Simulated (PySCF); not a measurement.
## Spinor energies of Hf⁴⁶⁺ (hafnium, charge +46)

Start: [Ar] 3d8; 3d3/2 filled at m_j = -3/2, -1/2, +1/2, +3/2; 3d5/2 filled at m_j = -1/2, +1/2, +3/2, +5/2. Calculated with PySCF 2.14 in an uncontracted even-tempered set (16 s from 11 bohr⁻², ratio 2.8; 13 p from 15 bohr⁻², ratio 2.8; 8 d from 15 bohr⁻², ratio 2.8; 3 f from 53 bohr⁻², ratio 3): generalised Hartree-Fock with the X2C-1e Hamiltonian and a Gaussian nucleus; one run each with spin-orbit coupling (SO) switched off, then screened by Boettger's factors.

```
spinor shell  electrons  ε, spin-free (eV)  ε, screened SO (eV)  weight of nominal j (screened SO)  rms radius, screened SO (bohr)
       1s1/2          2           -68200.2             -68180.9                              1.000                          0.0215
       2s1/2          2           -13816.5             -13809.7                              1.000                          0.0866
       2p1/2          2           -12440.1             -13298.0                              1.000                          0.0737
       2p3/2          4           -12440.1             -12085.9                              1.000                          0.0808
       3s1/2          2            -4904.1              -4902.1                              1.000                           0.216
       3p1/2          2            -4480.0              -4685.7                              1.000                           0.208
       3d3/2          4            -4022.2              -4057.5                              0.993                           0.192
       3d5/2          4            -4022.2              -3995.7                              0.996                           0.196
```

**Question.** Where does 3p3/2 lie, and what is the 3p spin-orbit splitting (screened SO)?

**Answer.** At -4393.5 eV, 292.19 eV above 3p1/2.

```json
{"quantity": "E (hartree)", "spin-free": "-13471.48754", "screened SO": "-13488.48161"}
{"quantity": "M_J", "spin-free": "4", "screened SO": "4"}
{"quantity": "⟨J²⟩", "spin-free": "20.000", "screened SO": "20.000"}
{"quantity": "⟨L²⟩", "spin-free": "12.000", "screened SO": "13.066"}
{"quantity": "⟨S²⟩", "spin-free": "2.000", "screened SO": "1.800"}
```

Each row is a mean over spinors that exchange with the open shell spreads, by up to 37.750 eV (3p3/2).

Breit and QED terms are absent; they matter most for the inner s and p1/2 levels.

Densities and radii are taken from the X2C orbitals without a picture-change correction, which distorts them close to the nucleus.

Without spin-orbit coupling the j labels of p, d and f shells carry no meaning; the spin-free column gives the mean over the occupied spinors of each nl shell.
